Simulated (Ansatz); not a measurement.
H4InO2Si (`[OH][In][O][SiH3]`) radical. Charge 0, multiplicity 2. In takes the def2 core potential. All single points use the PBE0-D4/def2-TZVP geometry. It is one conformer, not always the lowest.

```xyz
8

O    -3.023   -0.848   -1.097
In   -1.814   -0.447    0.446
O     0.047    0.008   -0.149
Si    1.477    0.412    0.522
H    -2.522   -0.764   -1.917
H     2.127   -0.758    1.179
H     2.385    0.921   -0.541
H     1.323    1.475    1.558
```

Task: What is the dipole moment at B3LYP/def2-TZVPP? (Estimate.)

Result: Computed: 1.28 D, with components (-0.41, -0.04, 1.21) D in this frame, pointing from negative to positive charge.

Task: And with PBE, r2SCAN, ωB97M-V? (An estimate is asked.)

Result: Ansatz gave: PBE 1.01 D, r2SCAN 1.17 D, ωB97M-V 1.38 D.

Task: Give the Mulliken charges with B3LYP, r2SCAN, PBE in def2-TZVPP. (An estimate is asked.)

Result: Ansatz gave: 
```csv
atom,B3LYP,r2SCAN,PBE
O1,-0.50,-0.52,-0.45
In2,0.72,0.73,0.62
O3,-0.54,-0.57,-0.46
Si4,0.43,0.46,0.35
H5,0.18,0.19,0.18
H6,-0.10,-0.10,-0.08
H7,-0.09,-0.09,-0.07
H8,-0.10,-0.10,-0.08
```

B3LYP here is the variant with VWN-RPA as its local correlation; programs differ in this.
